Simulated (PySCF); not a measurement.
C₄H₅BO, SMILES C#CB1COC1. Geometry: PBE-D3(BJ)/def2-SVP. This is a generated structure with no PubChem entry under its InChIKey; it may be hypothetical.

Method: PBE-D3(BJ)/def2-SVP (PySCF).

Harmonic wavenumbers (cm⁻¹): 109, 146, 199, 358, 445, 457, 494, 628, 749, 766, 846, 922, 951, 1029, 1086, 1116, 1144, 1173, 1304, 1342, 1378, 2090, 2910, 2927, 2953, 2957, 3391. Rotational constants (GHz): 11.94, 2.043, 1.785; symmetry number 2.

Task: Work out the zero-point energy and the ideal-gas rigid-rotor harmonic-oscillator thermochemistry at 298.15 K and 1 atm.

Result: ZPE = ½ Σ hcν = ½ × 33872 cm⁻¹ = 48.42 kcal/mol. H − E(el) = 53.10 kcal/mol. Entropy in cal/(mol K): translation 39.05, rotation 25.03, vibration 13.22, total 77.30. G − E(el) = 30.05 kcal/mol. Cp = 24.85 cal/(mol K). Modes under 150 cm⁻¹ make the vibrational entropy uncertain.
